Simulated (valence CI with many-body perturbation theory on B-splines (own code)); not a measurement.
# E1 line list for Se XXX

Computed by configuration interaction combined with many-body perturbation theory (CI+MBPT): three valence electrons over a frozen Dirac-Fock core [He], radial functions for each j: 11 s, 11 p, 10 d, 8 f, 5 g, 2 h, with the one-electron correlation potential Σ1, the two-electron term Σ2, the three-electron term Σ3, Breit, model QED; selected CI, second order for the rest, scaled by the run's own slope (own B-spline code, finite nucleus).

No measured spectrum was set against this ion. As an estimate, large intervals hold to a few tenths of a per cent, small ones and those within an open d or f shell to about a per cent.

Lines 101 to 150 of 593 in falling wavelength, among levels below 21803 × 10³ cm⁻¹, chosen from the strongest by gf and those to the six lowest levels. Wavelengths and rates use the calculated energies. Electric multipoles are in the length gauge, E1 and E2 with the static RPA response of the core. Weak lines are less certain than strong ones. Lines between different terms over intervals too small for the method are left out, as are lines whose strength nearly cancels. The highest levels of a list are the least certain.

Levels are named by their leading jj configuration (3d3/2^4 stands for four electrons in 3d with j = 3/2), which in mixed levels can hold well under half, so a name can repeat and another be missing. Letters in brackets count levels of one name in rising energy.

```tsv
λ vac (Å)	Upper	Lower	A (s⁻¹)	log gf	Branch %
301.3	(2p1/2^2 3p3/2) J=3/2	(2p1/2^2 3s) J=1/2	4.00e+09	-0.66	0.0
298.0	(2s 2p3/2 3p3/2) J=5/2 [a]	(2s 2p3/2 3s) J=3/2 [a]	2.38e+09	-0.72	0.0
295.8	(2s 2p3/2 3p3/2) J=7/2	(2s 2p3/2 3s) J=5/2	3.95e+09	-0.38	14.2
295.6	(2p1/2 2p3/2 3p3/2) J=5/2 [b]	(2p1/2 2p3/2 3s) J=3/2 [b]	3.25e+09	-0.59	0.0
280.3	(2s 2p1/2 3p3/2) J=5/2	(2s 2p1/2 3s) J=3/2	4.77e+09	-0.47	0.8
278.8	(2s^2 3p3/2) J=3/2	(2s^2 3s) J=1/2	4.13e+09	-0.72	0.6
274.9	(2s 2p3/2 3p3/2) J=3/2 [b]	(2s 2p3/2 3s) J=1/2	2.64e+09	-0.92	0.0
268.3	(2s 2p1/2 3p3/2) J=3/2 [a]	(2s 2p1/2 3s) J=1/2 [a]	4.39e+09	-0.72	0.0
258.7	(2p1/2 2p3/2 3p3/2) J=5/2 [b]	(2p1/2 2p3/2 3s) J=5/2	2.20e+09	-0.88	0.0
231.4	(2s 2p3/2 3p3/2) J=5/2 [a]	(2s 2p3/2 3s) J=5/2	2.83e+09	-0.87	0.0
227.1	(2p3/2^2 3p3/2) J=3/2 [a]	(2p3/2^2 3s) J=3/2	7.65e+09	-0.63	0.0
164.9	(2s 2p1/2 2p3/2) J=5/2	(2s^2 2p3/2) J=3/2	6.53e+08	-1.80	100.0
130.5	(2p1/2^2 2p3/2) J=3/2	(2s 2p1/2 2p3/2) J=3/2 [b]	1.98e+09	-1.69	2.8
125.6	(2p1/2^2 4f5/2) J=5/2	(2s 2p1/2 4f5/2) J=7/2	8.05e+09	-0.94	0.1
125.2	(2p1/2^2 4f7/2) J=7/2	(2s 2p1/2 4f7/2) J=9/2	7.92e+09	-0.83	0.1
123.9	(2p1/2 2p3/2 3d5/2) J=7/2 [a]	(2s 2p3/2 3d5/2) J=9/2	6.45e+09	-0.93	0.4
123.2	(2p1/2^2 4d5/2) J=5/2	(2s 2p1/2 4d5/2) J=7/2	1.02e+10	-0.86	0.0
118.6	(2p1/2^2 3d5/2) J=5/2	(2s 2p1/2 3d5/2) J=7/2	1.08e+10	-0.86	0.0
117.9	(2p3/2^2 3p3/2) J=5/2	(2s 2p3/2 3p3/2) J=3/2 [b]	9.15e+09	-0.94	0.1
115.1	(2p3/2^2 3d5/2) J=9/2	(2s 2p3/2 3d5/2) J=7/2 [b]	8.75e+09	-0.76	9.8
113.7	(2p1/2 2p3/2 3d5/2) J=9/2	(2s 2p3/2 3d5/2) J=9/2	7.75e+09	-0.82	9.5
113.4	(2p1/2 2p3/2 3p3/2) J=7/2	(2s 2p3/2 3p3/2) J=7/2	8.76e+09	-0.87	0.1
112.8	(2p3/2^2 3p3/2) J=7/2	(2s 2p3/2 3p3/2) J=5/2 [b]	1.39e+10	-0.67	0.1
112.0	(2p3/2^2 3s) J=5/2	(2s 2p3/2 3s) J=3/2 [b]	1.37e+10	-0.81	0.1
108.0	(2p3/2^2 3d3/2) J=7/2	(2s 2p3/2 3d3/2) J=5/2 [b]	8.82e+09	-0.91	0.0
107.1	(2p3/2^2 3p1/2) J=5/2	(2s 2p3/2 3p1/2) J=3/2 [b]	1.28e+10	-0.88	0.1
102.7	(2p1/2 2p3/2^2) J=3/2	(2s 2p1/2 2p3/2) J=1/2	1.81e+10	-0.94	26.7
102.0	(2p1/2 2p3/2^2) J=5/2	(2s 2p3/2^2) J=5/2	1.70e+10	-0.80	31.7
96.98	(2p1/2^2 2p3/2) J=3/2	(2s 2p1/2 2p3/2) J=5/2	2.51e+10	-0.85	35.4
96.50	(2s 2p3/2^2) J=5/2	(2s^2 2p3/2) J=3/2	1.16e+10	-1.01	100.0
94.48	(2p1/2 2p3/2^2) J=3/2	(2s 2p1/2 2p3/2) J=3/2 [b]	9.37e+09	-1.30	13.8
90.46	(2p3/2^3) J=3/2	(2s 2p3/2^2) J=3/2	5.59e+10	-0.56	53.5
87.65	(2p3/2^2 3d5/2) J=5/2 [b]	(2s 2p3/2 3d5/2) J=5/2 [b]	2.34e+10	-0.79	0.0
87.33	(2p1/2 2p3/2^2) J=5/2	(2s 2p1/2 2p3/2) J=3/2 [b]	1.51e+10	-0.99	28.0
87.20	(2p1/2 2p3/2 3p3/2) J=5/2 [a]	(2s 2p1/2 3p3/2) J=3/2 [a]	1.85e+10	-0.90	0.1
86.86	(2p3/2^2 3p3/2) J=5/2	(2s 2p3/2 3p3/2) J=5/2 [a]	1.75e+10	-0.93	0.1
86.67	(2p1/2 2p3/2 3d5/2) J=9/2	(2s 2p1/2 3d5/2) J=7/2	1.11e+10	-0.90	13.7
86.63	(2p1/2^2 2p3/2) J=3/2	(2s 2p1/2 2p3/2) J=3/2 [a]	1.53e+10	-1.16	21.6
85.78	(2p3/2^2 3p3/2) J=3/2 [b]	(2s 2p3/2 3p3/2) J=3/2 [b]	2.55e+10	-0.95	0.2
85.77	(2p1/2 2p3/2 3p3/2) J=7/2	(2s 2p1/2 3p3/2) J=5/2	1.64e+10	-0.84	0.1
84.33	(2p3/2^2 3d5/2) J=5/2 [b]	(2s 2p3/2 3d5/2) J=7/2 [b]	3.71e+10	-0.62	0.1
84.25	(2p3/2^2 3p1/2) J=1/2	(2s 2p3/2 3p1/2) J=3/2 [b]	5.52e+10	-0.93	0.3
83.81	(2p3/2^2 3d3/2) J=3/2 [b]	(2s 2p3/2 3d3/2) J=5/2 [b]	4.26e+10	-0.75	0.1
83.79	(2p3/2^2 3p3/2) J=3/2 [b]	(2s 2p3/2 3p3/2) J=5/2 [b]	3.94e+10	-0.78	0.2
83.55	(2s 2p3/2 3d5/2) J=7/2 [b]	(2s^2 3d5/2) J=5/2	3.00e+10	-0.60	0.1
82.82	(2s 2p3/2 4f7/2) J=7/2 [b]	(2s^2 4f7/2) J=7/2	3.56e+10	-0.53	0.3
82.81	(2s 2p3/2 4f5/2) J=5/2 [b]	(2s^2 4f5/2) J=5/2	4.11e+10	-0.60	0.4
82.54	(2s 2p3/2 4d5/2) J=7/2 [b]	(2s^2 4d5/2) J=5/2	3.48e+10	-0.55	0.3
82.34	(2s 2p3/2 4p3/2) J=5/2 [b]	(2s^2 4p3/2) J=3/2	4.28e+10	-0.58	0.6
82.16	(2s 2p3/2 4f7/2) J=9/2 [b]	(2s^2 4f7/2) J=7/2	3.48e+10	-0.45	0.3
```
